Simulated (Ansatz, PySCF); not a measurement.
C₂H₇NSi₂, SMILES C1[SiH2][C@H](N=1)[SiH3]. Atoms are numbered in the order given.

```xyz
12

Si     1.7630     0.7182     0.3207
C      0.3718    -0.5608     0.2050
N     -0.6781    -0.3383     1.2535
C     -1.7559    -0.0949     0.5879
Si    -1.0024    -0.3546    -1.1256
H      1.1927     2.0855     0.1462
H      2.4628     0.6410     1.6344
H      2.7435     0.4575    -0.7753
H      0.8174    -1.5659     0.3060
H     -2.7006     0.1389     1.0989
H     -1.4235    -1.5738    -1.8774
H     -0.9262     0.7883    -2.0843
```
Charge 0, spin multiplicity 1.

Geometry: B3LYP-D3(BJ)/def2-SVP. The structure was generated by enumeration; whether it is a known compound was not checked.

Two levels are set side by side: PBE-D3(BJ)/def2-SVP (Ansatz, an electronic-structure program) and B3LYP-D3(BJ)/def2-SVP (Ansatz). Each level has its own optimised geometry; the coordinates shown are those of the second. Frequencies come from the Hessian of PySCF at each geometry. Differences are taken from unrounded values.

```
quantity                            B3LYP-D3(BJ)  PBE-D3(BJ)  PBE-D3(BJ) minus B3LYP-D3(BJ)
----------------------------------  ------------  ----------  -----------------------------
mean bond length (Å)                       1.514       1.523                          0.010
bond Si1–C2 (Å)                            1.893       1.901                          0.007
bond C2–N3 (Å)                             1.500       1.499                         -0.001
bond C2–Si5 (Å)                            1.924       1.932                          0.008
bond N3–C4 (Å)                             1.290       1.301                          0.011
bond C4–Si5 (Å)                            1.890       1.895                          0.005
bond Si1–H6 (Å)                            1.492       1.505                          0.013
bond Si1–H7 (Å)                            1.491       1.504                          0.013
bond Si1–H8 (Å)                            1.493       1.506                          0.012
bond C2–H9 (Å)                             1.104       1.112                          0.008
bond C4–H10 (Å)                            1.099       1.107                          0.008
bond Si5–H11 (Å)                           1.493       1.508                          0.015
bond Si5–H12 (Å)                           1.494       1.509                          0.015
highest harmonic wavenumber (cm⁻¹)          3126        3061                            -65
mean harmonic wavenumber (cm⁻¹)             1155        1117                            -38
zero-point energy (kcal/mol)               49.55       47.91                          -1.64
```

GGA bonds tend to be longer and softer than those of functionals with exact exchange. Differences between two approximate levels are no errors against the true value.
